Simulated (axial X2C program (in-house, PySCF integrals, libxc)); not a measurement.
**Testing model relations on AlI**

A bond curve at the CCSD(T) level, with spin–orbit coupling, was computed with an in-house relativistic program for diatomic molecules (basis I dyall-cv3z [11s12p8d4f1g], Al dyall-v3z [8s8p2d1f] (cores contracted in-house)) for the state Ω = 0 (closed shell). Its fit gives Re = 2.5606 Å, ωe = 316.0 cm⁻¹, ωexe = 0.988 cm⁻¹ and αe = 5.401e-04 cm⁻¹; the masses are 126.9045 and 26.9815 u. Two-component means X2C with spin–orbit coupling and atomic mean-field Coulomb and Gaunt terms.

Correlated methods: 10 electrons correlated (number of frozen shells: I 4 s, 3 p, 2 d; Al 2 s, 1 p), 218 virtual spin orbitals or spinors in MP2, 90 natural virtuals in coupled cluster.

Problem. Find the reduced mass, Be and the force constant.

Solution. From the CCSD(T) values: μ = 22.2507 u. Be = 16.8576/(μ Re²) = 0.1155 cm⁻¹. k = 5.8918×10⁻⁷ μ ωe² = 1.31 mdyn/Å.

Problem. Estimate De from a Morse curve and compare with the computed well depth of 3.509 eV to I + Al.

Solution. De(Morse) = ωe²/(4ωexe) = 3.133 eV against 3.509 eV computed, a ratio of 0.89. For De the Morse form works well here.

Problem. Give B0, the J = 1←0 line in GHz and the most populated J at 300 K (kT = 208.5 cm⁻¹).

Solution. B0 = Be − αe/2 = 0.1153 cm⁻¹; 2B0 = 6.912 GHz; J(max) ≈ √(kT/2B0) − 1/2 = 29.6, so J = 30.

Problem. Where do the fundamental and the first overtone lie?

Solution. ν(1←0) = ωe − 2ωexe = 314.0 cm⁻¹; ν(2←0) = 2ωe − 6ωexe = 626.1 cm⁻¹.

Problem. A Morse curve ties αe to the other constants (Pekeris). How well does that hold?

Solution. αe(Morse) = 6Be²/ωe × (√(ωexe/Be) − 1) = 4.878e-04 cm⁻¹; the CCSD(T) curve gives 5.401e-04 cm⁻¹, a ratio of 0.90.

The state is one determinant whose occupation by symmetry is held fixed; it was picked as the lowest of a PBE0 search that is not exhaustive. Dissociation energies refer to the lowest single-determinant-based atoms at the same level and basis. CCSD and (T) use frozen natural virtuals with an MP2 correction for the truncation; (T) itself is uncorrected, so its De runs slightly low.
